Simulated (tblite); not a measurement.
A tight-binding relaxation on `C=C[P@H+](C)C1=CC=CN=C1`.

Computed with GFN2-xTB geometry optimisation, gas phase (tblite 0.8.0). Start geometry: from a force field or distance geometry. The command runs a driver script over a list of jobs; the input below is this job's line of settings and its coordinates in Å.

Command:
```bash
OMP_NUM_THREADS=1 python probes_run.py task.json out
```

Input:
```
{"job": {"kind": "relax", "xc": "GFN2-xTB", "basis": "xTB"}, "charge": 1, "multiplicity": 1}
C     -2.719800     1.612100     0.073900
C     -2.140200     0.597300     0.658500
P     -1.048300    -0.521800    -0.241500
C     -1.328200    -2.152600     0.483800
C      0.661300    -0.075500    -0.104000
C      1.171200     1.093500    -0.631100
C      2.533900     1.357000    -0.478100
C      3.337500     0.450400     0.191300
N      2.792600    -0.690100     0.679700
C      1.487800    -0.971300     0.554800
H     -3.387600     2.281500     0.650500
H     -2.544800     1.755900    -0.981700
H     -2.274000     0.376200     1.739800
H     -1.394600    -0.511100    -1.618100
H     -0.849000    -2.899400    -0.145000
H     -0.873800    -2.148700     1.514400
H     -2.413900    -2.371400     0.546000
H      0.528800     1.773500    -1.136800
H      2.965300     2.267000    -0.864200
H      4.379500     0.690800     0.288200
H      1.107600    -1.896500     0.974000
```

Output:
```
step      E/eV     max force
  0    -753.51131    2.311
  1    -753.66372    1.359
  2    -753.72891    0.843
  3    -753.78232    0.522
  4    -753.80568    0.470
  5    -753.82496    0.279
  6    -753.83417    0.227
  7    -753.84015    0.217
  8    -753.84470    0.191
  9    -753.84884    0.157
... (89 lines left out)
 99    -753.89950    0.017
100    -753.89955    0.018
101    -753.89959    0.012
102    -753.89962    0.012
103    -753.89965    0.013
104    -753.89970    0.015
105    -753.89974    0.013
106    -753.89977    0.014
107    -753.89980    0.011
108    -753.89982    0.010
```

«max force» is the largest atomic force in eV/Å.

From which step on does the largest force stay under 0.1 eV/Å, and how much energy is left to gain from there?

From step 24 (0.087 eV/Å), 18.1 meV above the end.

Main results: energy lowered by 9.0 kcal/mol over 108 steps; largest atomic force 0.010 eV/Å at the end.

Where do the atoms end?

0.210 Å rms from the input after alignment:
```
atom  x, y, z in Å
C1    -2.8410    1.5487    0.0581
C2    -2.0158    0.7125    0.6734
P3    -1.0368   -0.5174   -0.1888
C4    -1.4176   -2.1707    0.4220
C5     0.7150   -0.1317   -0.0559
C6     1.1824    1.0762   -0.5835
C7     2.5270    1.3727   -0.4623
C8     3.3480    0.4534    0.1859
N9     2.9023   -0.6861    0.6829
C10    1.6276   -0.9832    0.5721
H11   -3.4076    2.2825    0.6079
H12   -2.9913    1.5325   -1.0101
H13   -1.8670    0.7317    1.7471
H14   -1.3966   -0.4469   -1.5209
H15   -0.8244   -2.9168   -0.1074
H16   -1.2017   -2.2226    1.4909
H17   -2.4779   -2.3725    0.2652
H18    0.5023    1.7589   -1.0758
H19    2.9311    2.2912   -0.8568
H20    4.4059    0.6361    0.3123
H21    1.3271   -1.9315    0.9977
```
Labels such as C1 count atoms from 1, the log's own numbers from 0.
